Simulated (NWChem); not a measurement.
A series in which one site is exchanged, each optimised at PBE0/def2-SVP with NWChem, gas phase unless a solvent is named. All stand in one matching conformer (torsions within 35°), which need not be the lowest. 

A: [NH2][Al]([NH2])[OH] (AlN₂H₅O; site = Al)
B: OB(N)N (BN2H5O; site = B)
C: [NH2][Ga]([NH2])[OH] (GaN2H5O; site = Ga)

```
quantity                                               A  B     C
--------------------------------------------------  ----  -  ----
dipole (D), PBE0/def2-SVP                           1.60  …  2.19
orbital gap (eV), PBE0/def2-SVP                     6.97  …  6.90
highest harmonic frequency (cm⁻¹), PBE0/def2-SVP    4013  …  3934
static polarisability, PBE/def2-SVPD (bohr³)        49.0  …  52.0
lowest singlet excitation, PBE/def2-SVPD, TDA (eV)  4.51  …  4.45
```

Problem. Complete the blanks.

Solution. 
- dipole (D), PBE0/def2-SVP, B: 1.90
- orbital gap (eV), PBE0/def2-SVP, B: 8.03
- highest harmonic frequency (cm⁻¹), PBE0/def2-SVP, B: 3960
- static polarisability, PBE/def2-SVPD (bohr³), B: 39.1
- lowest singlet excitation, PBE/def2-SVPD, TDA (eV), B: 4.93
